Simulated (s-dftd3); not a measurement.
F4V (SMILES [F][V+]([F])([F])[F]), charge +1, singlet, geometry from GFN2-xTB (such geometries of metal compounds can be far from the true shape) (the multiplicity is a formal guess); D3(op) for tpss (s-dftd3).

The s-dftd3 input:
```
$ s-dftd3 mol.xyz --op tpss --json dftd3.json --noedisp --grad

# file mol.xyz
5

V     -0.00000000    -0.00000000    -0.00000000
F      1.05787016     0.73619422    -0.92212232
F      0.75522470    -0.97142821     0.99867095
F     -0.99429019    -0.84029363    -0.90370040
F     -0.81880467     1.07552761     0.82715177
```

Problem. What does s-dftd3 print? Leave out banner, timings and long lists.

Solution. 
```
-----------------------------------
 s i m p l e   D F T - D 3  v1.4.0
-----------------------------------

Optimized power damping: tpss-D3(op)
--------------------
   s6        1.0000
   s8        0.5158
   s9        0.0000
   a1        0.5750
   a1        3.0000
  alp       14.0000
 beta        8.0000
--------------------

Dispersion energy:      -8.6790993568700E-04 Eh

Gradient norm:           7.4000732582745E-04 Eh/a0
--------------------------------------------------
     #    Z           dE/dx      dE/dy      dE/dz
--------------------------------------------------
     1   23 V     1.202E-15 -1.991E-14  2.820E-15
     2    9 F    -2.470E-04 -1.719E-04  2.153E-04
     3    9 F    -1.763E-04  2.268E-04 -2.332E-04
     4    9 F     2.321E-04  1.962E-04  2.110E-04
     5    9 F     1.912E-04 -2.511E-04 -1.931E-04
--------------------------------------------------

Virial:
--------------------------------------------------
      component           x          y          z
--------------------------------------------------
          x      -1.477E-03 -8.421E-13  5.018E-13
          y      -8.421E-13 -1.477E-03  1.476E-13
          z       5.018E-13  1.476E-13 -1.477E-03
--------------------------------------------------

[Info] JSON dump of results written to 'dftd3.json'
```
